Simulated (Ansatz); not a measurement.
Ansatz (a first-principles code) input file for Cl₄HSi₂, SMILES Cl[Si](Cl)[SiH](Cl)Cl (connectivity only; charge and spin as stated), charge +1, multiplicity 1, PBE-D3(BJ)/def2-SVP. 

Ansatz 0.2 input:
```yaml
crystal:
  periodic: [false, false, false]
  atoms:
    - {symbol: Cl, position_ang: [1.90981872, -2.04223214, -0.55590356]}
    - {symbol: Si, position_ang: [0.97475915, -0.30041515, -0.24306329]}
    - {symbol: Cl, position_ang: [2.10659802, 1.15233550, 0.53661498]}
    - {symbol: Si, position_ang: [-1.39773828, -0.02358948, -0.46485982]}
    - {symbol: Cl, position_ang: [-1.91014805, -0.77059036, 1.36401036]}
    - {symbol: Cl, position_ang: [-1.64801574, 1.97620832, -0.66743057]}
    - {symbol: H, position_ang: [-1.86859260, -0.83119744, -1.60302747]}
basis:
  gaussian:
    orbitals: def2-SVP
hamiltonian:
  xc: pbe
  dispersion: d3bj
total_charge: 1
relax: {f_tol: 0.002, max_steps: 200}
```

It prints:

```
WARN ansatz: RAYON_NUM_THREADS=1 ignored (pool sized by the plan → 1); use --threads N
Functional definition: PBE
integrals: 0.07 GiB planned
1230 factors; their error is unknown
mean field: 0.32 GiB planned
mean field evaluation 1: about -65808.0093 eV, gradient 2.6e1 eV
mean field evaluation 2: about -65806.7370 eV, gradient 3.4e1 eV
mean field evaluation 4: about -65809.8111 eV, gradient 1.5e0 eV
mean field evaluation 8: about -65809.8148 eV, gradient 7.1e-2 eV
mean field evaluation 16: about -65809.7081 eV, gradient 7.0e-5 eV
mean field -65809.70812948 eV, -2418.4621663361 hartree, gradient 7.0e-5 eV, S^2 0.000000; 0 other end points of the search recorded, 0 dependent functions left out
the calculation of the forces begins
reference -65809.70816166 eV, -2418.4621675185 hartree; 48, 48 occupied and 65, 65 virtual orbitals, 1230 factors
relax step   1: F+E_penalty+E_count = -65810.04217587 eV  Δ(F+E_penalty+E_count) = +0.000e0 eV  max|allowed force component| = 2.220e-1 eV/Å  Δτ_max = 0.0000 Å  (26 SCF iters, accepted)
these checks for a lower state are left out or cut short: starts, cluster_reference, orbital_swaps, neighbouring_geometries, increment
integrals: 0.07 GiB planned
1230 factors; their error is unknown
mean field: 0.32 GiB planned
mean field -65809.71476499 eV, -2418.4624101865 hartree, gradient 9.3e-6 eV, S^2 0.000000; 0 other end points of the search recorded, 0 dependent functions left out
the calculation of the forces begins
reference -65809.71479722 eV, -2418.4624113711 hartree; 48, 48 occupied and 65, 65 virtual orbitals, 1230 factors
relax step   2: F+E_penalty+E_count = -65810.04750392 eV  Δ(F+E_penalty+E_count) = -5.328e-3 eV  max|allowed force component| = 7.104e-2 eV/Å  Δτ_max = 0.0158 Å  (29 SCF iters, accepted)
these checks for a lower state are left out or cut short: starts, cluster_reference, orbital_swaps, neighbouring_geometries, increment
integrals: 0.07 GiB planned
1230 factors; their error is unknown
mean field: 0.32 GiB planned
mean field -65809.71483420 eV, -2418.4624127299 hartree, gradient 9.2e-6 eV, S^2 0.000000; 0 other end points of the search recorded, 0 dependent functions left out
the calculation of the forces begins
reference -65809.71486642 eV, -2418.4624139139 hartree; 48, 48 occupied and 65, 65 virtual orbitals, 1230 factors
relax step   3: F+E_penalty+E_count = -65810.04804553 eV  Δ(F+E_penalty+E_count) = -5.416e-4 eV  max|allowed force component| = 2.000e-2 eV/Å  Δτ_max = 0.0161 Å  (29 SCF iters, accepted)
these checks for a lower state are left out or cut short: starts, cluster_reference, orbital_swaps, neighbouring_geometries, increment
integrals: 0.07 GiB planned
1230 factors; their error is unknown
mean field: 0.32 GiB planned
mean field evaluation 32: about -65809.8216 eV, gradient 9.1e-1 eV
mean field -65809.71492848 eV, -2418.4624161947 hartree, gradient 9.6e-6 eV, S^2 0.000000; 0 other end points of the search recorded, 0 dependent functions left out
the calculation of the forces begins
reference -65809.71496072 eV, -2418.4624173795 hartree; 48, 48 occupied and 65, 65 virtual orbitals, 1230 factors
relax step   4: F+E_penalty+E_count = -65810.04835626 eV  Δ(F+E_penalty+E_count) = -3.107e-4 eV  max|allowed force component| = 6.103e-2 eV/Å  Δτ_max = 0.0204 Å  (29 SCF iters, accepted)
these checks for a lower state are left out or cut short: starts, cluster_reference, orbital_swaps, neighbouring_geometries, increment
integrals: 0.07 GiB planned
1230 factors; their error is unknown
mean field: 0.32 GiB planned
mean field -65809.71464193 eV, -2418.4624056643 hartree, gradient 9.6e-6 eV, S^2 0.000000; 0 other end points of the search recorded, 0 dependent functions left out
the calculation of the forces begins
reference -65809.71467418 eV, -2418.4624068495 hartree; 48, 48 occupied and 65, 65 virtual orbitals, 1230 factors
relax step   5: F+E_penalty+E_count = -65810.04859891 eV  Δ(F+E_penalty+E_count) = -2.427e-4 eV  max|allowed force component| = 5.822e-2 eV/Å  Δτ_max = 0.0239 Å  (28 SCF iters, accepted)
these checks for a lower state are left out or cut short: starts, cluster_reference, orbital_swaps, neighbouring_geometries, increment
integrals: 0.07 GiB planned
1230 factors; their error is unknown
mean field: 0.32 GiB planned
mean field -65809.71441448 eV, -2418.4623973056 hartree, gradient 9.3e-6 eV, S^2 0.000000; 0 other end points of the search recorded, 0 dependent functions left out
the calculation of the forces begins
reference -65809.71444674 eV, -2418.4623984912 hartree; 48, 48 occupied and 65, 65 virtual orbitals, 1230 factors
relax step   6: F+E_penalty+E_count = -65810.04871981 eV  Δ(F+E_penalty+E_count) = -1.209e-4 eV  max|allowed force component| = 9.147e-3 eV/Å  Δτ_max = 0.0162 Å  (29 SCF iters, accepted)
these checks for a lower state are left out or cut short: starts, cluster_reference, orbital_swaps, neighbouring_geometries, increment
integrals: 0.07 GiB planned
1230 factors; their error is unknown
mean field: 0.32 GiB planned
mean field -65809.71440878 eV, -2418.4623970962 hartree, gradient 1.1e-5 eV, S^2 0.000000; 0 other end points of the search recorded, 0 dependent functions left out
the calculation of the forces begins
reference -65809.71444104 eV, -2418.4623982816 hartree; 48, 48 occupied and 65, 65 virtual orbitals, 1230 factors
relax step   7: F+E_penalty+E_count = -65810.04874471 eV  Δ(F+E_penalty+E_count) = -2.489e-5 eV  max|allowed force component| = 5.211e-3 eV/Å  Δτ_max = 0.0029 Å  (22 SCF iters, accepted)
these checks for a lower state are left out or cut short: starts, cluster_reference, orbital_swaps, neighbouring_geometries, increment
integrals: 0.07 GiB planned
1230 factors; their error is unknown
mean field: 0.32 GiB planned
mean field evaluation 64: about -65809.7145 eV, gradient 1.9e-5 eV
mean field -65809.71453886 eV, -2418.4624018766 hartree, gradient 1.9e-5 eV, S^2 0.000000; 0 other end points of the search recorded, 0 dependent functions left out
the calculation of the forces begins
reference -65809.71457112 eV, -2418.4624030620 hartree; 48, 48 occupied and 65, 65 virtual orbitals, 1230 factors
relax step   8: F+E_penalty+E_count = -65810.04875126 eV  Δ(F+E_penalty+E_count) = -6.550e-6 eV  max|allowed force component| = 6.163e-3 eV/Å  Δτ_max = 0.0044 Å  (22 SCF iters, accepted)
these checks for a lower state are left out or cut short: starts, cluster_reference, orbital_swaps, neighbouring_geometries, increment
integrals: 0.07 GiB planned
1230 factors; their error is unknown
mean field: 0.32 GiB planned
mean field -65809.71454905 eV, -2418.4624022508 hartree, gradient 2.1e-5 eV, S^2 0.000000; 0 other end points of the search recorded, 0 dependent functions left out
the calculation of the forces begins
reference -65809.71458130 eV, -2418.4624034361 hartree; 48, 48 occupied and 65, 65 virtual orbitals, 1230 factors
relax step   9: F+E_penalty+E_count = -65810.04876281 eV  Δ(F+E_penalty+E_count) = -1.155e-5 eV  max|allowed force component| = 3.577e-3 eV/Å  Δτ_max = 0.0042 Å  (21 SCF iters, accepted)
these checks for a lower state are left out or cut short: starts, cluster_reference, orbital_swaps, neighbouring_geometries, increment
integrals: 0.07 GiB planned
1230 factors; their error is unknown
mean field: 0.32 GiB planned
mean field -65809.71453777 eV, -2418.4624018364 hartree, gradient 8.2e-6 eV, S^2 0.000000; 0 other end points of the search recorded, 0 dependent functions left out
the calculation of the forces begins
reference -65809.71457001 eV, -2418.4624030213 hartree; 48, 48 occupied and 65, 65 virtual orbitals, 1230 factors
relax step  10: F+E_penalty+E_count = -65810.04877205 eV  Δ(F+E_penalty+E_count) = -9.238e-6 eV  max|allowed force component| = 4.299e-3 eV/Å  Δτ_max = 0.0061 Å  (22 SCF iters, accepted)
these checks for a lower state are left out or cut short: starts, cluster_reference, orbital_swaps, neighbouring_geometries, increment
integrals: 0.07 GiB planned
1230 factors; their error is unknown
mean field: 0.32 GiB planned
mean field -65809.71455794 eV, -2418.4624025776 hartree, gradient 9.2e-6 eV, S^2 0.000000; 0 other end points of the search recorded, 0 dependent functions left out
the calculation of the forces begins
reference -65809.71459017 eV, -2418.4624037622 hartree; 48, 48 occupied and 65, 65 virtual orbitals, 1230 factors
relax step  11: F+E_penalty+E_count = -65810.04877797 eV  Δ(F+E_penalty+E_count) = -5.920e-6 eV  max|allowed force component| = 3.465e-3 eV/Å  Δτ_max = 0.0063 Å  (30 SCF iters, accepted)
these checks for a lower state are left out or cut short: starts, cluster_reference, orbital_swaps, neighbouring_geometries, increment
integrals: 0.07 GiB planned
1230 factors; their error is unknown
mean field: 0.32 GiB planned
mean field -65809.71452827 eV, -2418.4624014874 hartree, gradient 2.6e-5 eV, S^2 0.000000; 0 other end points of the search recorded, 0 dependent functions left out
the calculation of the forces begins
reference -65809.71456050 eV, -2418.4624026717 hartree; 48, 48 occupied and 65, 65 virtual orbitals, 1230 factors
relax step  12: F+E_penalty+E_count = -65810.04877707 eV  Δ(F+E_penalty+E_count) = +9.017e-7 eV  max|allowed force component| = 3.789e-3 eV/Å  Δτ_max = 0.0039 Å  (21 SCF iters, rejected (line search))
these checks for a lower state are left out or cut short: starts, cluster_reference, orbital_swaps, neighbouring_geometries, increment
integrals: 0.07 GiB planned
1230 factors; their error is unknown
mean field: 0.32 GiB planned
mean field -65809.71456137 eV, -2418.4624027037 hartree, gradient 4.8e-5 eV, S^2 0.000000; 0 other end points of the search recorded, 0 dependent functions left out
the calculation of the forces begins
reference -65809.71459360 eV, -2418.4624038882 hartree; 48, 48 occupied and 65, 65 virtual orbitals, 1230 factors
relax step  13: F+E_penalty+E_count = -65810.04877969 eV  Δ(F+E_penalty+E_count) = -1.721e-6 eV  max|allowed force component| = 8.756e-4 eV/Å  Δτ_max = 0.0019 Å  (19 SCF iters, accepted)
integrals: 0.07 GiB planned
1230 factors; their error is unknown
mean field: 0.32 GiB planned
mean field evaluation 96: about -65808.0096 eV, gradient 2.6e1 eV
mean field -65809.71456137 eV, -2418.4624027037 hartree, gradient 4.8e-5 eV, S^2 0.000000; 1 other end points of the search recorded, 0 dependent functions left out
the calculation of the forces begins
reference -65809.71459360 eV, -2418.4624038882 hartree; 48, 48 occupied and 65, 65 virtual orbitals, 1230 factors
Total energy: -65810.04881192 eV, -2418.4746861849 hartree
Atom 0 at     1.906273    -2.051461    -0.562491 Å, force    -0.000085    -0.000054    -0.000072 eV/Å
Atom 1 at     0.970953    -0.297538    -0.255658 Å, force     0.000249    -0.000323    -0.000101 eV/Å
Atom 2 at     2.093597     1.130065     0.604810 Å, force     0.000018     0.000308     0.000118 eV/Å
Atom 3 at    -1.395351    -0.010674    -0.488964 Å, force    -0.000876    -0.000497    -0.000013 eV/Å
Atom 4 at    -1.824010    -0.750937     1.377021 Å, force     0.000144    -0.000053    -0.000204 eV/Å
Atom 5 at    -1.679743     1.987677    -0.698578 Å, force     0.000124     0.000300    -0.000173 eV/Å
Atom 6 at    -1.905040    -0.846612    -1.609799 Å, force     0.000426     0.000319     0.000444 eV/Å
Dipole moment:     0.182688    -0.210989    -0.339033 e Å
```

Self-consistency was reached.

Cost: very roughly 40 core-seconds.
